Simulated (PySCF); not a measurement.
## Orbital energies, ionisation energy and electron affinity

C₃H₁₁PSi₂.
Cartesian coordinates in Å at the PBE0-D3(BJ)/def2-SVP level; atoms count from 1:
```xyz
17
C3H11PSi2 angstrom
C     -1.9747   -1.2552    0.3309
Si    -1.3912    0.5294    0.3120
C     -0.3051    0.8608   -1.1877
C      1.0319    1.0214   -1.2080
Si     2.2004    0.9028    0.2602
P      2.0236   -1.2096    1.0747
H     -2.5060   -1.5101   -0.5989
H     -1.1084   -1.9263    0.4360
H     -2.6558   -1.4337    1.1771
H     -0.6261    0.8428    1.5581
H     -2.5671    1.4542    0.2375
H     -0.8308    0.9219   -2.1535
H      1.5130    1.1929   -2.1826
H      3.5841    1.2217   -0.2081
H      1.8497    1.8429    1.3671
H      3.2047   -1.1465    1.8771
H      2.6944   -1.7910   -0.0450
```

Level: CAM-B3LYP/def2-SVPD (PySCF). Frontier orbitals with their largest atomic shares (Löwdin; up to four atoms above 4 %):

```json
{"orbital": "HOMO−3", "ε (eV)": "-10.47", "main atoms": "C1 19 %, Si2 16 %, Si5 16 %, H15 12 %"}
{"orbital": "HOMO−2", "ε (eV)": "-9.62", "main atoms": "C3 22 %, C4 21 %, Si2 12 %, Si5 11 %"}
{"orbital": "HOMO−1", "ε (eV)": "-9.19", "main atoms": "C4 26 %, C3 24 %, P6 17 %, Si5 6 %"}
{"orbital": "HOMO", "ε (eV)": "-8.62", "main atoms": "?"}
{"orbital": "LUMO", "ε (eV)": "-0.06", "main atoms": "C4 29 %, C3 27 %, Si5 12 %, Si2 7 %"}
{"orbital": "LUMO+1", "ε (eV)": "1.06", "main atoms": "Si5 26 %, P6 14 %, H14 9 %, H16 8 %"}
{"orbital": "LUMO+2", "ε (eV)": "1.26", "main atoms": "P6 22 %, Si5 13 %, Si2 10 %, H17 9 %"}
```

Question: What vertical ionisation energy does ΔSCF give, and how far is −ε(HOMO) from it?

Answer: ΔSCF: 9.33 eV (900 kJ/mol; threshold wavelength 133 nm); ⟨S²⟩ of the doublet left behind is 0.764, against 0.75 for a pure doublet. −ε(HOMO) is 8.62 eV, 0.71 eV below it. For the exact functional −ε(HOMO) would equal the first vertical ionisation energy; CAM-B3LYP (range-separated hybrid) falls short of its own ΔSCF value by 8 %.

Question: On which atoms does the HOMO lie?

Answer: P6 (three-coordinate phosphorus) 54 %, Si5 (SiH2 silicon) 14 %, C3 (alkene CH carbon) 6 %, C4 (alkene CH carbon) 6 %. The HOMO−1 lies 0.57 eV lower.

Question: And the vertical electron affinity, the fundamental gap, Mulliken's electronegativity and the hardness (with the factor ½)?

Answer: EA = -0.47 eV by ΔSCF (−ε(LUMO) = 0.06 eV); a negative value means that the added electron isn't bound at this geometry and level, and the number then depends on the basis. IE − EA = 9.80 eV against an orbital gap of 8.56 eV; (IE + EA)/2 = 4.43 eV; (IE − EA)/2 = 4.90 eV. Parr's electrophilicity index (IE + EA)²/[8(IE − EA)] is 1.00 eV.

Question: How many of the 10 lowest singlet excitations (vertical TDDFT, same level) lie below the ionisation energy?

Answer: All 10; they run from 5.66 to 7.49 eV.

Question: Shift the occupied levels rigidly so that −ε(HOMO) equals the ΔSCF value. What binding energies result?

Answer: The shift is +0.71 eV: HOMO 9.33, HOMO−1 9.90, HOMO−2 10.33, HOMO−3 11.18 eV. A rigid shift is only a rough guide to the deeper ionisations.

Question: What total energies stand behind the ΔSCF value?

Answer: E(N) = -1040.82906 Eh and E(N − 1) = -1040.48622 Eh at the same geometry, 0.34284 Eh apart. With one more electron, E(N + 1) = -1040.81197 Eh.

One conformer (not necessarily the lowest) at the PBE0-D3(BJ)/def2-SVP geometry, without solvent, vibrations or thermal averaging.
